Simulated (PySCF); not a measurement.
MgF, SMILES [F][Mg], multiplicity 2. Atoms are numbered in the order given.

```xyz
2

Mg     0.0000     0.0000    -0.7569
F      0.0000     0.0000     1.0092
```
Charge 0, spin multiplicity 2.

Geometry optimised at PBE0-D3(BJ)/def2-TZVPD. The multiplicity is an assumed one; other spin states were not compared.

Method: PBE0-D3(BJ)/def2-TZVPD run with PySCF 2.14.0.

Frequencies are harmonic and unscaled.

| mode | ν (cm⁻¹) | IR (km/mol) | moving atoms (share of kinetic energy) |
|---|---|---|---|
| 1 | 695 | 82.7 | F 56 %, Mg 44 % |
